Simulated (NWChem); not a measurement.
**Correlation energy of OPb**

```xyz
2

Pb     0.0000     0.0000     0.1746
O      0.0000     0.0000    -1.7900
```
Charge 0, spin multiplicity 1.

The numbers come from NWChem runs, not from measurements. All single points use one geometry, from PBE/def2-SVP with def2 effective core potentials on Pb, a minimum by its harmonic frequencies.

Basis set: def2-SVP. Each correlation energy counts from its own Hartree-Fock reference.

Effective core potentials replace the inner electrons of Pb; spin-orbit coupling is left out. The correlated methods keep 5 core orbitals frozen. The structure started from a generated list of species. Coupled-cluster values serve here as a point of comparison, not as the truth.

| method | correlation energy (mHa) |
|---|---|
| CR-CCSD(T) | -325.3 |
| CCSD | ___ |
| CR-CCSD[T] | -333.8 |
| CCSD+T(CCSD) | -343.6 |
| CCSD(T) | -331.2 |
| MP2 | ___ |
| SCS-MP2 | -307.8 |

Complete the blanks.


- CCSD, correlation energy (mHa): -308.7
- MP2, correlation energy (mHa): -323.8
